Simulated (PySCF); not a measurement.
Magnetic shielding above rings: a mixed set.

NICS = −σ at a ghost point: NICS(0) at the centroid of the ring atoms, NICS(1) 1 Å to either side along the normal of their mean plane, zz for the tensor component along that normal. Level: GIAO PBE0/pcSseg-1 (PySCF, non-relativistic, gas phase) on the GFN2-xTB geometries, one conformer each. Atom numbers follow the mapped SMILES.

Question: Order these rings by mean NICS(1)zz, lowest (most negative) first (ppm).
A. ring C4–C5–C6–N7–C8–C9 in `[CH:1]#[C:2][CH2:3][c:4]1[cH:5][cH:6][n:7][cH:8][cH:9]1`
B. ring C2–C3–C4–N5–C6 in `[CH3:1][C:2]1=[CH:3][CH2:4][NH:5][CH2:6]1`
C. ring N4–C5–P6–C7–C9 in `[CH:1]#[C:2][CH2:3][n:4]1[cH:5][p:6][c:7]([CH3:8])[cH:9]1`
D. ring C1–N2–C3–C4–C5–C6 in `[CH:1]1=[N:2][CH2:3][CH2:4][CH2:5][CH2:6]1`

Answer: A (-28.3), C (-25.7), B (-4.5), D (2.3).

```tsv
SMILES	ring	NICS(0)	NICS(1)	NICS(1)zz	HOMA	rms pucker (Å)	ring atoms with four or more neighbours
C#CCc1ccncc1	6-membered ring with N; formal bonds all aromatic	-7.6	-11.2	-28.3	0.99	0.00	0
C#CCn1cpc(C)c1	5-membered ring with N and P; formal bonds all aromatic	-12.2	-10.6	-25.7	0.81	0.00	0
CC1=CCNC1	5-membered ring with N; formal bonds 1 double, 4 single	-3.0	-2.9	-4.5	–	0.09	2
C1=NCCCC1	6-membered ring with N; formal bonds 1 double, 5 single	1.1	-1.7	2.3	–	0.20	4
```

NICS(0) gives another order. The isotropic NICS(1) gives the same order. HOMA uses Krygowski's 1993 parameters; it is left out where a ring has a four-coordinate atom, a triple bond, no multiple bond or a kind of bond without parameters. NICS(1) and NICS(1)zz are means over the two faces.
